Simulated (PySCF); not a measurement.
Compound: C₃H₆F₃NSi.
SMILES with atom numbers: `[F:1][C:2]([F:3])([F:4])[CH2:5]/[CH:6]=[N:7]/[SiH3:8]` (hydrogens: H9, H10 on C5; H11 on C6; H12, H13, H14 on Si8)

Theory: PySCF 2.14.0, PBE0-D3(BJ)/def2-SVP geometry optimisation, gas phase.

(1) What internal coordinates does the optimisation give?

Results:

(1) 
```tsv
bond	length (Å)
F1–C2, C2–F3, C2–F4	1.336
C2–C5	1.508
C5–C6	1.503
C6=N7	1.262
N7–Si8	1.757
C5–H9, C5–H10	1.100
C6–H11	1.113
Si8–H12, Si8–H14	1.490
Si8–H13	1.502
```

Bonds in one row agree within 0.01 Å and their mean is given. A selection of angles:
```tsv
angle	degrees
F1–C2–F3	107.6
F1–C2–C5	111.4
C2–C5–C6	112.6
C5–C6–N7	121.8
C6–N7–Si8	124.5
```

Dihedral angles: F1–C2–C5–C6 -178° (antiperiplanar); C2–C5–C6–N7 132° (anticlinal); C5–C6–N7–Si8 179° (antiperiplanar). The mirror-image conformer, all signs reversed, is as good.

N7 (C=N nitrogen) is bent (angle 124.5°). Of the pairs four or more bonds apart, F3···H11 is among the closest relative to their van der Waals radii: 2.62 Å, 98 % of the sum of Bondi's values. Si8 (SiH3 silicon) is tetrahedral (angles from 108.0° to 112.2°).

Point group: C1 (no symmetry element, even within 0.4 Å). Stationary, but not proved a minimum. The numbers are those of one conformer.

On an Intel Xeon at 2.50 GHz with one thread (shared host), this took 2.7 min wall and 0.59 GiB of memory at its peak. That covers the optimisation of the geometry.
